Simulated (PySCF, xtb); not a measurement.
C2H4ClNOSi, SMILES C1[Si@@](C=N1)(Cl)O. The values are those of a single conformer.

Harmonic wavenumbers (cm⁻¹) from GFN2-xTB (xtb 6.7.1) at its own minimum, in rising order: 67, 105, 162, 194, 225, 369, 411, 602, 646, 708, 762, 847, 856, 922, 1000, 1088, 1157, 1215, 1446, 1631, 2981, 2997, 3064, 3619.

Q: What does PySCF with PBE-D3(BJ)/def2-SVP give at its own minimum? (Estimate from the structure and the level; the computed values follow.)

A: 90, 142, 177, 244, 267, 360, 411, 572, 671, 705, 790, 792, 873, 884, 945, 1098, 1131, 1217, 1362, 1566, 3002, 3061, 3071, 3754. Paired by order, the mean absolute difference is 35 cm⁻¹ and the zero-point energies are 38.7 and 38.9 kcal/mol.
